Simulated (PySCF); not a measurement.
CH₄BrGaO. Atoms are numbered in the order given.

```xyz
8

Ga     0.8409     0.4943     0.0000
H      2.3847     0.5505     0.0000
Br    -0.3671    -1.4536     0.0000
O     -0.1103     1.9843     0.0000
C     -1.5042     2.1085     0.0000
H     -1.8336     2.6710     0.8911
H     -1.8336     2.6710    -0.8911
H     -2.0283     1.1353     0.0000
```

Coordinates come from a PBE0-D3(BJ)/def2-SVP optimisation. The values are those of a single conformer.

Computed with PBE/def2-TZVP (PySCF).

Symmetry labels are those of the subgroup Cs that the program uses (full group Cs).

Computed valence orbital energies around the gap with their symmetry:
```json
[
 {"orbital": "HOMO−7", "symmetry": "A\"", "energy (eV)": "-10.77"},
 {"orbital": "HOMO−6", "symmetry": "A'", "energy (eV)": "-10.75"},
 {"orbital": "HOMO−5", "symmetry": "A'", "energy (eV)": "-10.06"},
 {"orbital": "HOMO−4", "symmetry": "A'", "energy (eV)": "-8.40"},
 {"orbital": "HOMO−3", "symmetry": "A\"", "energy (eV)": "-7.50"},
 {"orbital": "HOMO−2", "symmetry": "A'", "energy (eV)": "-7.19"},
 {"orbital": "HOMO−1", "symmetry": "A'", "energy (eV)": "-6.98"},
 {"orbital": "HOMO", "symmetry": "A\"", "energy (eV)": "-6.68"},
 {"orbital": "LUMO", "symmetry": "A\"", "energy (eV)": "-1.97"},
 {"orbital": "LUMO+1", "symmetry": "A'", "energy (eV)": "-1.53"},
 {"orbital": "LUMO+2", "symmetry": "A'", "energy (eV)": "0.26"},
 {"orbital": "LUMO+3", "symmetry": "A'", "energy (eV)": "0.96"}
]
```
